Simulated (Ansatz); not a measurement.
Species: SiF3, charge -1, multiplicity 1. It need not be the lowest isomer of its formula. Whether it binds its extra electron was not tested at this geometry. 
Structure (B3LYP-D3(BJ)/def2-TZVP (Ansatz, a program for electronic structure) minimum search):
SMILES: F[Si-](F)F
```xyz
4

Si     0.1073    -0.1624     0.5279
F     -0.3705     1.4178     0.2004
F      1.3040    -0.2484    -0.6523
F     -1.1003    -0.9168    -0.3694
```
Charge -1, spin multiplicity 1.

Basis-set convergence of Hartree-Fock and MP2 correlation energies (hartree) with Ansatz. Correlated levels leave the core frozen unless marked. No spin-orbit coupling. Non-relativistic.

```
basis            functions       E(HF)  E(corr, MP2)
---------------  ---------  ----------  ------------
aug-cc-pV(D+d)Z        101  -587.49832      -0.72431
aug-cc-pV(T+d)Z        193         ___           ___
```

Problem. Some entries are withheld; supply them.

Solution. 
- aug-cc-pV(T+d)Z, E(HF): -587.59433
- aug-cc-pV(T+d)Z, E(corr, MP2): -0.90711
